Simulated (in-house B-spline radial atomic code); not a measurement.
Configurations of Sr7+, with energies counted from [Ar] 3d10 4s2 4p1. Method: scalar-relativistic (X2C) SCAN, spin-polarised, spherical fractional occupations, Fermi nucleus of rms radius 4.224 fm. Calculated with an all-electron radial atomic-structure program (B-spline basis). Shells without spins written out take the highest spin.

Occupations are held fixed; configurations that lie above the ionisation limit could autoionise.

```tsv
configuration	E - E(ref) (eV)	highest orbital	its <r> (bohr)
[Ar] 3d10 4s2 4d1	33.434	4d up	1.553
[Ar] 3d10 4s2 5p1	58.497	5p up	2.571
[Ar] 3d10 4s2 5d(1 up, 0 down)	71.146	5d up	2.984
[Ar] 3d9 4s2 4p2	128.04	4p up	1.285
[Ne] 3s2 3p(2 up, 3 down) 3d10 4s2 4p(0 up, 1 down) 4d(0 up, 1 down)	294.14	4d down	1.493
[Ne] 3s2 3p5 3d10 4s2 4p1 5p1	322.35	5p up	2.51
```

**Question.** Order these further configurations by energy, lowest first.
A. [Ar] 3d10 4s(0 up, 1 down) 4p(1 up, 0 down) 5s(0 up, 1 down)
B. [Ar] 3d10 4s1 4p1 5f1
C. [Ne] 3s2 3p5 3d10 4s2 4p1 5f1
D. [Ar] 3d9 4s2 4p1 5p1
E. [Ar] 3d10 4s(0 up, 1 down) 4p(1 up, 0 down) 5d(0 up, 1 down)

**Answer.** A (72.587 eV), E (93.616 eV), B (101.85 eV), D (191.23 eV), C (347.34 eV).

**Question.** How far above the reference does [Ar] 3d10 4s1 4p1 4f1 lie?

**Answer.** 80.064 eV; its least bound orbital is 4f up with <r> = 1.93 bohr.

**Question.** How far above the reference does [Ne] 3s2 3p5 3d10 4s2 4p1 4f1 lie?

**Answer.** 325.09 eV; its least bound orbital is 4f up with <r> = 1.871 bohr.
